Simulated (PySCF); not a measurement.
## Shifts of the heteroatoms

Geometry (Å), atoms numbered from 1 in this order:
```xyz
18

Si    3.047    0.354   -0.243
O     1.481    0.779   -0.103
C     0.353    0.058   -0.030
C     0.199   -1.270   -0.056
C    -1.238   -1.671    0.053
C    -1.999   -0.336    0.156
C    -0.938    0.727    0.098
C    -1.108    2.045    0.151
Cl   -2.663    2.764    0.300
H     3.638    1.681   -0.256
H     3.271   -0.404   -1.475
H     3.465   -0.463    0.898
H     0.995   -1.987   -0.144
H    -1.401   -2.299    0.932
H    -1.549   -2.249   -0.820
H    -2.561   -0.259    1.088
H    -2.709   -0.209   -0.663
H    -0.292    2.747    0.103
```

- shieldings: GIAO PBE0/pcSseg-1
- coordinates at the GFN2-xTB level
- program: PySCF
- equivalent nuclei averaged, gas phase, single conformer, no relativistic terms

(1) Where does $^{29}$Si resonate?

(2) What are the $^{17}$O shifts?

## Answers

(1) 
| atoms | environment | σ (ppm) | δ (ppm) |
| --- | --- | --- | --- |
| Si1 | silicon bonded to O, 3 H | 388.6 | -39.5 |

Shieldings were converted by a linear fit to measured shifts: $^{29}$Si: δ = 279.94 − 0.822σ (rms 8.9 ppm, 72 shifts, 25.8 ppm with the 6 outliers that the fit left out vs TMS, solution or neat liquid). Occasional misses reach two or three times the rms, and more in compound classes unlike the fitted ones.

On a 500 MHz spectrometer $^{29}$Si resonates near 99.3 MHz, so 1 ppm is 99.3 Hz.

(2) 
| atoms | environment | σ (ppm) | δ (ppm) |
| --- | --- | --- | --- |
| O2 | oxygen bonded to C, Si | 258.5 | 31.3 |

Shieldings were converted by a linear fit to measured shifts: $^{17}$O: δ = 266.70 − 0.911σ (rms 10.7 ppm, 155 shifts, 12.2 ppm with the 3 outliers that the fit left out vs liquid water, solution or neat liquid). Occasional misses reach two or three times the rms, and more in compound classes unlike the fitted ones.

On a 400 MHz spectrometer $^{17}$O resonates near 54.2 MHz, so 1 ppm is 54.2 Hz.
